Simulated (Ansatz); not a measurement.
Y3O3⁺, relaxed as a singlet with RKS r2SCAN-D4/def2-SVP in Ansatz, starting from the GFN1-xTB geometry. Force threshold 0.02 eV/Å.

In the def2 sets Y takes a core potential; there is no spin–orbit coupling. The restricted singlet is unstable towards broken spin symmetry in Hartree–Fock (as tested in another run); at r2SCAN-D4/def2-SVP this wasn't settled. The relaxation made no stability test and no search for a lower SCF solution. No other spin state of charge 1 was run. Another isomer (singlet) lies 0.68 eV lower at PBE0-D4/def2-TZVP; other spin states weren't run for this one.

Start:

```xyz
6

Y    -1.120   -0.045   -2.261
Y     1.685   -1.167   -0.924
Y    -1.775    1.163    0.744
O     0.829    1.035    0.272
O    -0.269   -1.012    0.858
O     0.649    0.027    1.311
```

```csv
step,energy (eV),largest force component (eV/Å),SCF passes
1,-9249.8672,2.728,35
2,-9251.1663,1.647,39
3,-9251.6806,3.478,76
4,-9253.8417,6.291,43
5,-9256.4215,3.977,40
6,-9259.7299,4.563,47
7,-9262.5761,4.123,35
8,-9264.7032,3.712,29
9,-9265.9222,1.023,28
10,-9266.0516,0.794,23
11,-9266.0762,0.537,23
12,-9266.0936,0.212,23
13,-9266.0954,0.007,25
```

Force components are those of the run's own axes.

End:

Cartesian coordinates in Å:
```
Y -0.957 -0.039 -1.933
Y 1.391 -0.758 -0.014
Y -0.866 0.779 1.074
O 0.361 1.060 -0.751
O -0.799 -1.078 -0.133
O 0.870 0.035 1.757
```

Bonds lost: O4–O6, O5–O6 (atoms count from 1). Bonds formed: Y1–O4, Y1–O5 (atoms count from 1). Metal–metal contacts that move far: Y2–Y3 4.49 to 2.94 Å.

No frequencies were taken in this run, so the end may be a saddle point.

It took 62 s on 4 threads of Arm Neoverse V1 on a shared host.
